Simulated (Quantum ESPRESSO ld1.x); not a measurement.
Results of a calculation; reference values are marked as such.
Problem. Coherent X-ray form factor from a spherical all-electron density. Level of theory: scalar-relativistic Kohn-Sham, LDA (Slater exchange, Perdew-Wang correlation), spin-polarised, spherical densities, point nucleus (ld1.x of Quantum ESPRESSO 7.5).

| sin(theta)/lambda (1/angstrom) | f0 (electrons) |
|---|---|
| 0.05 | 24.306 |
| 0.1 | 22.662 |
| 0.15 | 20.776 |
| 0.2 | 18.977 |
| 0.25 | 17.311 |
| 0.3 | 15.762 |
| 0.4 | 13.031 |
| 0.5 | 10.868 |
| 0.6 | 9.279 |
| 0.8 | 7.381 |
| 1 | 6.350 |
| 1.25 | 5.381 |
| 1.5 | 4.473 |
| 2 | 2.956 |

The species is in the configuration that NIST lists as its ground one. Which atom or ion scatters so?

Solution. Neutral manganese, [Ar] 3d5 4s2. Extrapolating in s^2 from the first two rows gives f0(0) = 24.9, near the electron count 25; among species with that count, the fall with angle is slower the higher Z, and the table is that of Z = 25; from so few rows the species is fixed only to a neighbour or two.
